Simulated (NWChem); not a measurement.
## Ionisation of ClSn

```
Sn
Cl 1 2.3941
```
Charge 0, spin multiplicity 2.

All runs are NWChem calculations. All single points use one geometry, from UPBE0/def2-SVP with def2 effective core potentials on Sn, a minimum by its harmonic frequencies.

Basis set: def2-TZVP. −ε marks an orbital energy of the parent.

Effective core potentials replace the inner electrons of Sn; spin-orbit coupling is left out. B3LYP has NWChem's definition, with VWN1-RPA local correlation. This spin state was chosen for the runs; another may lie lower. The structure started from a generated list of species. The unpaired electrons of the parent sit in orbitals of symmetry b2 (C2v labels of the run); other states weren't searched. The stability of the SCF solutions was not checked. Open-shell Hartree-Fock references start from PBE0 orbitals.

**Question.** One of these methods gave a first vertical ionisation energy of 5.00 eV. Which?
A. −ε(alpha HOMO) of HF
B. −ε(alpha HOMO) of PBE
C. −ε(alpha HOMO) of B3LYP
D. −ε(alpha HOMO) of PBE0

**Answer.** D, −ε(alpha HOMO) of PBE0. The others give 4.72 (−ε(alpha HOMO) of B3LYP), 7.37 (−ε(alpha HOMO) of HF), 4.01 (−ε(alpha HOMO) of PBE).
